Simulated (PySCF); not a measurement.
input.py for SeH⁻

File input.py (PySCF 2.14):

```python
from pyscf import gto, dft

mol = gto.M(
    atom='H 0 0 0; Se 0 0 1.535',
    basis='lanl2dz',
    ecp={'Se': 'lanl2dz'},
    charge=-1,
    spin=0,
    verbose=4,
)
mf = dft.RKS(mol, xc='m06')
mf.kernel()
g = mf.nuc_grad_method()
g.grid_response = True
g.kernel()
mf.dip_moment()
print('orbital energies (hartree):', mf.mo_energy[..., max(0, mol.nelec[1]-3):mol.nelec[0]+3].round(4))
```

```bash
$ python input.py
```

Output (some set-up lines and the per-cycle HOMO/LUMO lines with their warnings removed):

```
PySCF version 2.14.0

[INPUT] Symbol           X                Y                Z      unit          X                Y                Z       unit  Magmom
[INPUT]  1 H      0.000000000000   0.000000000000   0.000000000000 AA    0.000000000000   0.000000000000   0.000000000000 Bohr   0.0
[INPUT]  2 Se     0.000000000000   0.000000000000   1.535000000000 AA    0.000000000000   0.000000000000   2.900729601207 Bohr   0.0

nuclear repulsion = 2.06844512411726
number of shells = 6
number of NR pGTOs = 16
number of NR cGTOs = 10
basis = lanl2dz
ecp = {'Se': 'lanl2dz'}

******** <class 'pyscf.dft.rks.RKS'> ********
method = RKS
initial guess = minao
damping factor = 0
level_shift factor = 0
DIIS = <class 'pyscf.scf.diis.CDIIS'>
SCF conv_tol = 1e-09
SCF max_cycles = 50
XC functionals = m06

grids dens level: 3
Initial guess from minao.
tot grids = 30232
init E= 5.028733256062
cycle= 1 E= -9.68908220069441  delta_E= -14.7  |g|= 0.524  |ddm|= 3.79
cycle= 2 E= -9.76270067574214  delta_E= -0.0736  |g|= 0.35  |ddm|= 1.41
cycle= 3 E= -9.81753707711223  delta_E= -0.0548  |g|= 0.0292  |ddm|= 0.54
cycle= 4 E= -9.81796195830262  delta_E= -0.000425  |g|= 0.00408  |ddm|= 0.0641
cycle= 5 E= -9.81797224989482  delta_E= -1.03e-05  |g|= 0.000283  |ddm|= 0.00945
cycle= 6 E= -9.81797228809409  delta_E= -3.82e-08  |g|= 1.04e-05  |ddm|= 0.000697
cycle= 7 E= -9.81797228815296  delta_E= -5.89e-11  |g|= 7.58e-07  |ddm|= 2.15e-05
Extra cycle  E= -9.81797228815316  delta_E= -2.01e-13  |g|= 4.57e-07  |ddm|= 2.1e-06
converged SCF energy = -9.81797228815316

******** <class 'pyscf.grad.rks.Gradients'> for <class 'pyscf.dft.rks.RKS'> ********
unit = Eh/Bohr
grid_response = True
--------------- RKS gradients ---------------
         x                y                z
0 H    -0.0000000000    -0.0000000000    -0.0026042109
1 Se     0.0000000000     0.0000000000     0.0026042109
----------------------------------------------

WARN: System has nonzero charge -1; the dipole moment is origin-dependent.
Location of origin: [0. 0. 0.]

Dipole moment(X, Y, Z, Debye):  0.00000,  0.00000, -7.51460
orbital energies (hartree): [-0.0936  0.0428  0.0428  0.2823  0.6775  0.7085]
```

In short: E(SCF) = -9.817972 Eh, 7 cycles, gradient on the second atom 0.0026 Eh/bohr.

Wall time 1 s on one thread of a shared host.

The basis has no diffuse functions, which an anion needs. Stability towards an unrestricted solution was not tested. The bond length is a typed value, not an optimised one. The dipole of an ion depends on the origin.
